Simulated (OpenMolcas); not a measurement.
## Fe3+: ligand-field states by method

Fe3+ with 6 ligands (water) in octahedral coordination (Th) at 2 Å. Ligand basis ANO-RCC-VDZP.
```
Fe    0.0000    0.0000    0.0000
O     2.0000    0.0000    0.0000
H     2.5770    0.7797    0.0000
H     2.5770   -0.7797    0.0000
O     0.0000    2.0000    0.0000
H     0.0000    2.5770    0.7797
H     0.0000    2.5770   -0.7797
O    -2.0000    0.0000    0.0000
H    -2.5770    0.7797    0.0000
H    -2.5770   -0.7797    0.0000
O     0.0000   -2.0000    0.0000
H     0.0000   -2.5770    0.7797
H     0.0000   -2.5770   -0.7797
O     0.0000    0.0000    2.0000
H     0.7797    0.0000    2.5770
H    -0.7797    0.0000    2.5770
O     0.0000    0.0000   -2.0000
H     0.7797    0.0000   -2.5770
H    -0.7797    0.0000   -2.5770
```

```yaml
Program: OpenMolcas
Basis: ANO-RCC-VDZP [5s4p2d1f]
Scalar_Hamiltonian: DKH2, point nucleus
Active_space: 5 electrons in 5 orbitals (3d)
State_averaging: 2S+1 = 6 even, 1 root; 2S+1 = 4 even, 24 roots; 2S+1 = 2 even, 75 roots
Spin-orbit_coupling: state interaction with AMFI integrals over the reference wave functions
```

I. CASSCF
II. SS-CASPT2, IPEA 0.25 Eh, imaginary shift 0.1 Eh (closed shells correlated: 3s 3p and the ligand valence shells)
III. SS-CASPT2, IPEA 0.25 Eh, sigma2 regulariser 0.3 Eh (closed shells correlated: 3s 3p and the ligand valence shells)

Spin-free states (labels of O, taken over from Oh, the nearest higher group) in cm-1, each column counted from its own energy of the first state listed:

```
State  Degeneracy      I     II    III
  6A1           1      0      0      0
  4T1           3  26139  19060  19070
  4T2           3  31832  23720  23760
  2T2           3  34362  21950  22040
  4A1           1  34403  28450  28440
   4E           2  34698  28470  28460
  4T2           3  40536  31650  31660
  2T1           3  41937  31420  31480
  2A2           1  41996  30250  30360
   4E           2  42862  34240  34260
  2T2           3  43945  33050  33060
   2E           2  46011  34770  34780
  4T1           3  47411  42640  42640
  2A1           1  48789  40120  40130
  2T2           3  51811  41350  41360
   2E           2  52075  40110  40130
  2T1           3  52420  38920  38920
  2T2           3  56425  43470  43490
  4A2           1  56958  45550  45570
  2T1           3  59392  47710  47720
```

From I to II, I's first state of another spin (4T1) moves from 26139 to 19060 cm-1, by about -7100 cm-1.

I: A least-squares ligand-field fit to the states below 45000 cm-1, each weighted by its degeneracy and with a free common offset, gives 10Dq = 11421 cm-1, B = 1221 cm-1 and C = 4461 cm-1 (C/B = 3.65), with an rms deviation of 144 cm-1. The same method and metal basis give the free ion B = 1302 cm-1 (fit to its terms below 60000 cm-1, rms deviation 22 cm-1), so the nephelauxetic ratio is β = 1221 / 1302 = 0.94; it hangs on how both fits weigh the states, and computed free-ion B values tend to be too large, so β mixes covalency with correlation.

χT at 300 K: I 4.39, II 4.38, III 4.38 cm3 K/mol.

Roots that are degenerate in the reference are averaged as groups; the widest CASPT2 spread within a group is 240 cm-1 (the 3-fold group of multiplicity 2 near 47700 cm-1 above the lowest state of its run, II). Shifts and gaps below about the spread of the groups concerned are not significant. Over all roots computed the reference weight is 0.68 to 0.71 in II, 0.69 to 0.71 in III; a low but even weight reflects the number of correlated electrons. Ligand-to-metal charge-transfer states are missing. With no ligand orbital active B as a rule stays too high, so bands that hang on it stand too high and its fall with covalency is understated. Without dynamic correlation the repulsion within the d shell is too large (B by tens of per cent), so at a given field states of lower spin stand too high (holds for I). With metal d orbitals alone the field can be off either way by tens of per cent (holds for I). These CASPT2 states fit no ligand-field parameters well, so their order and spin gaps are uncertain (holds for II; III). With one d shell and no ligand orbital active, 10Dq can be off by a tenth or more (holds for II; III). No measured value stands beside these numbers; the geometry is a model, was not optimised and need not be the one that this ion takes.
